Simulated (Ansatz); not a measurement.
Basis-set series for `C[S][Ge]([CH3])([F])[F]`. The species carries charge 0 and has multiplicity 1. The structure was optimised at the PBE0-D4/def2-TZVP level. It is one conformer, not always the lowest.

```
functional       basis  functions  energy (Eh)  HOMO (eV)  LUMO (eV)
   PBE0-D4    def2-SVP        136  -2753.53747      -7.33       0.09
   PBE0-D4  def2-QZVPP        567  -2754.35635      -7.44      -0.45
   ωB97M-V    def2-SVP        136  -2753.97801      -9.52       2.05
   ωB97M-V  def2-QZVPP        567  -2754.80320      -9.66       1.10
```

**Question.** Give the rows for def2-TZVPP. (An estimate is asked.)

**Answer.** The calculation gave: 
```tsv
functional	basis	functions	energy (Eh)	HOMO (eV)	LUMO (eV)
PBE0-D4	def2-TZVPP	298	-2754.28308	-7.41	-0.26
ωB97M-V	def2-TZVPP	298	-2754.73244	-9.62	1.57
```

Positive LUMOs are unbound and depend on the basis. Scalar relativity is left out up to krypton.

Program: Ansatz 0.2.0.
